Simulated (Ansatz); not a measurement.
Total energies of [ReNF4]2- (ReNF₄²⁻) from Ansatz at PBE0-D4/def2-TZVPD, gas phase (1 Eh = 27.2114 eV = 2625.5 kJ/mol). The reference geometry is relaxed at PBE0-D4/def2-SVPD.

| state | geometry | energy (Eh) |
| --- | --- | --- |
| charge -2 singlet | reference | -532.30680 |
| charge -1 doublet | reference | -532.42396 |
| charge -2 triplet | relaxed at PBE0-D4/def2-SVPD | -532.29723 |

In the def2 sets Re takes a core potential; there is no spin–orbit coupling. A multiply charged anion in the gas phase is held together partly by the finite basis. Removing one electron lowers the energy by 3.19 eV at PBE0-D4/def2-TZVPD, so it isn't bound.

Question: Work out the vertical ionisation energy to the doublet.

Answer: E(charge -1 doublet) − E(charge -2 singlet) = -532.42396 − (-532.30680) = -0.11716 Eh = -3.19 eV. For comparison, −ε of the highest occupied level is -5.15 eV at this level, 1.96 eV less.

Question: Which of the charge -2 states is lowest, and how far above it are the others?

Answer: The singlet. triplet: -532.29723 − (-532.30680) = 0.00957 Eh = 25.1 kJ/mol.

At PBE0-D4/def2-TZVPD the highest occupied level of the charge -2 singlet lies above zero (up to 5.15 eV). By energy differences it is unbound by 3.19 eV (vertical, to the charge -1 doublet, at PBE0-D4/def2-TZVPD) and held by the finite basis. At PBE0-D4/def2-TZVPD the highest occupied level of the charge -2 triplet lies above zero (up to 4.11 eV). It is a level of α spin, whose loss leaves a doublet; that state wasn't run at this geometry and level. The electron is either unbound and held by the finite basis, or the level is raised by self-interaction error.
